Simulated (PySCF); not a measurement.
Telling isomers of C5H9ClOSi2 apart by NMR

Computational details: shielding tensors at PBE0/pcSseg-1 (GIAO), structure optimised with GFN2-xTB, in PySCF (isolated molecule, a single conformation, one averaged value for each set of equivalent atoms, non-relativistic Hamiltonian).

Scale: TMS for ¹H (σref 31.72), ¹³C (σref 186.93) (reference shieldings calculated alike). Where no couplings were computed, multiplicities follow the n + 1 count of equivalent neighbours, and m marks all less simple cases (inequivalent or close neighbours, rings, F or P nearby). Shifts are as computed. Against solution values, carbons near 30 ppm lie about +3 ppm off and those near 130 ppm about +5 ppm; carbons on Cl a further +6 ppm. Of 1211 compounds with measured shifts, 218 miss one by over three times the rms of a fit or turn the order of signals round; such compounds aren't used in these exercises. Carbons bonded to Cl come out too deshielded. OH and NH positions are gas-phase values without hydrogen bonding to other molecules.

(1) Tabulate the signals of `O[Si@H]1C=C[Si@H](CCl)C=C1`, `C#C/C=C/O[SiH2][C@H]([SiH3])Cl`, `[SiH3][C@H](Cl)[SiH2]c1ccco1` and their relative energies.

(2) What is the quickest way to tell O[Si@H]1C=C[Si@H](CCl)C=C1 from [SiH3][C@H](Cl)[SiH2]c1ccco1?

(3) What is the quickest way to tell O[Si@H]1C=C[Si@H](CCl)C=C1 from C#C/C=C/O[SiH2][C@H]([SiH3])Cl?

(4) What is the quickest way to tell C#C/C=C/O[SiH2][C@H]([SiH3])Cl from [SiH3][C@H](Cl)[SiH2]c1ccco1?

Results:

(1) 
```tsv
SMILES	carbon types	δC	δH	E rel. (kcal/mol)
O[Si@H]1C=C[Si@H](CCl)C=C1	4×CH 1×CH2	162.5, 155.4, 34.6	7.61 (m, 2H), 7.54 (m, 2H), 5.00 (m, 1H), 4.61 (m, 1H), 2.89 (d, 2H), 1.51 (br s, 1H)	0.0
C#C/C=C/O[SiH2][C@H]([SiH3])Cl	1×C 4×CH	160.1, 100.7, 88.9, 83.2, 24.2	7.02 (d, 1H), 5.48 (m, 1H), 5.04 (m, 1H), 4.72 (m, 1H), 4.16 (d, 3H), 2.97 (m, 1H), 2.61 (d, 1H)	57.9
[SiH3][C@H](Cl)[SiH2]c1ccco1	1×C 4×CH	153.7, 153.5, 130.1, 117.3, 25.1	7.82 (m, 1H), 7.12 (m, 1H), 6.75 (m, 1H), 5.05 (m, 1H), 4.65 (m, 1H), 3.92 (d, 3H), 3.34 (m, 1H)	29.2
```

Energies are electronic energies at PBE0/pcSseg-1 on these geometries, without zero-point or thermal terms, each for the one conformer computed, which needn't be the lowest.

(2) Count the carbon signals: 3 against 5. The first has an sp3 CH2 bonded to Cl and Si at 34.6 ppm, the second a substituted aromatic carbon next to the ring oxygen (C) at 153.7 ppm. Their most deshielded carbons lie at 162.5 and 153.7 ppm.

(3) Count the carbon signals: 3 against 5. The first has an sp3 CH2 bonded to Cl and Si at 34.6 ppm, the second a terminal alkyne carbon (CH) at 88.9 ppm. Their most deshielded carbons lie at 162.5 and 160.1 ppm. In the proton spectra the most deshielded non-exchanging signals are 7.61 (m, 2H) and 7.02 (d, 1H).

(4) Both give the same number of carbon signals, with the same numbers of each carbon type, so the positions decide. The first has an alkyne carbon (C) at 83.2 ppm, the second a substituted aromatic carbon next to the ring oxygen (C) at 153.7 ppm. Their most deshielded carbons lie at 160.1 and 153.7 ppm. In the proton spectra the most deshielded non-exchanging signals are 7.02 (d, 1H) and 7.82 (m, 1H).
